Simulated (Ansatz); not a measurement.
Reaction (redistribution): `[SiH3][O][Cd][O][SiH3]` + `COB(F)Cl` → `[SiH3][O][Cd][Cl]` + `COB(F)O[SiH3]`

Isolated molecules relaxed with PBE0-D4/def2-TZVP in Ansatz; ΔE leaves out vibrations. CBS: MP2 limit from def2 TZ/QZ plus the TZ coupled-cluster correction, frozen cores. Functionals use def2-TZVPP. def2 core potentials past Kr. For Cd outer-core shells are correlated without core-valence functions, which leaves a few kJ/mol of doubt a bond. Each species was taken in one conformer, which may not be the lowest.

CCSD(T)/CBS gives -34.3 kcal/mol.

Problem. Another level gave -31.8 kcal/mol. Which?
A. BHLYP-D4/def2-TZVPP
B. r2SCAN-D4/def2-TZVPP
C. BLYP/def2-TZVPP
D. PBE-D4/def2-TZVPP

Solution. C. BLYP -31.8, BHLYP-D4 -37.5, r2SCAN-D4 -33.1, PBE-D4 -30.8 kcal/mol.

Largest T1 diagnostic among the species: 0.015.

At CCSD(T), def2-SVP lies +0.8 kcal/mol from the extrapolated value and def2-TZVPP +1.7 kcal/mol. From PBE to PBE0 (25 % exact exchange), in def2-TZVPP and without D4, ΔE moves by −3.2 kcal/mol. Leaving LDA and LC-ωPBE aside and taking each functional with its dispersion term where it has one, the values, not all of them listed here, spread over 7.5 kcal/mol, from BHLYP-D4 to revPBE-D4. LDA lies −1.3 kcal/mol from PBE without D4.
